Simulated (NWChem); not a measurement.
System: borohydride (BH$_{4}$ anion); SMILES [BH4-]

Input file for NWChem:

```
start job
memory heap 200 mb stack 900 mb global 1100 mb
charge -1
geometry units angstroms noautosym nocenter noautoz
  B      0.000129    -0.000163     0.000108
  H     -0.811695    -0.819433    -0.472257
  H      0.155382    -0.224274     1.215909
  H     -0.437253     1.156152    -0.156201
  H      1.093453    -0.112350    -0.587390
end
basis spherical
  * library 6-31+g*
end
dft
  xc bhlyp
  iterations 150
end
property
  response 1 0.0
end
task dft property
```

Structure relaxed at the B3LYP/def2-SVPD level.

Static field.

Problem. What results follow from this input? (BHandHLYP/6-31+G* (spherical d).) Quantities: isotropic polarisability (bohr³); anisotropy (bohr³).

Solution. 
* **isotropic polarisability (bohr³)**: 26.2
* **anisotropy (bohr³)**: 0.0
